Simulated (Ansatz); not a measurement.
`CC[TeH]` → H₂Te + ethylene at 500 K and 1 bar (β-hydride elimination).

Program: Ansatz. Geometries: PBE0-D4/def2-TZVP. ΔE: electronic, gas phase. CCSD(T)/CBS is the MP2 limit (def2-TZVPP, def2-QZVPP) plus CCSD(T) − MP2 in def2-TZVPP, frozen cores. This one scheme is used for every species. Elements past krypton have def2 core potentials. For Te outer-core shells are correlated without core-valence functions, which leaves a few kJ/mol of doubt a bond.

```
  species  CCSD(T)/CBS energy (Eh)  H − E (kJ/mol)  S (J/(mol·K))
`CC[TeH]`               -347.43450           223.2          358.5
     H₂Te               -268.91024            48.9          247.6
    `C=C`                -78.48111           155.1          245.3
```

H − E and S are ideal-gas, rigid-rotor, harmonic terms from PBE0-D4/def2-TZVP. 1 Eh = 2625.50 kJ/mol, R = 8.31446 J/(mol·K).

Question: By hand: ΔE, ΔH, ΔS and ΔG.

Answer: ΔE = (-268.91024) + (-78.48111) − (-347.43450) = 0.04315 Eh = 113.3 kJ/mol. Δ(H − E) = 48.9 + 155.1 − 223.2 = -19.2, so ΔH = 94.1 kJ/mol. ΔS = 247.6 + 245.3 − 358.5 = 134.4 J/(mol·K). ΔG = 94.1 − 500 × (134.4)/1000 = 26.9 kJ/mol.

Question: By hand: the equilibrium constant, and the temperature at which ΔG would vanish if ΔH and ΔS stayed fixed.

Answer: log₁₀ K = −ΔG/(RT ln 10) = -2.8. ΔG = 0 at ΔH/ΔS = 700 K.

The number of gas molecules changes by +1, which sets the sign of ΔS. A doubt of 5 kJ/mol in ΔE shifts log₁₀ K by 0.5 here. These are equilibria of isolated gas molecules and say nothing of rates. Largest T1 diagnostic: 0.011 (customary marks: 0.02 for closed shells, 0.045 for open ones).
